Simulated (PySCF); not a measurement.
CH₄O₂, SMILES C(O)O. Geometry optimised at B3LYP-D3(BJ)/def2-TZVP. Other conformers were not sampled.

Computed equilibrium geometry at B3LYP-D3(BJ)/def2-TZVP (PySCF confirms it by a frequency run) as bond lengths and angles, and its point group (one conformer of several):
point group C2.
Atoms: O1 C2 O3 H4 H5 H6 H7. Bond lengths (Å): O1–C2 1.406, O1–H4 0.965, C2–O3 1.406, C2–H5 1.093, C2–H6 1.093, O3–H7 0.965. Bond angles (°): C2–O1–H4 108.2, O1–C2–O3 112.9, O1–C2–H5 111.9, O1–C2–H6 105.1, O3–C2–H5 105.1, O3–C2–H6 111.9, H5–C2–H6 109.9, C2–O3–H7 108.2.
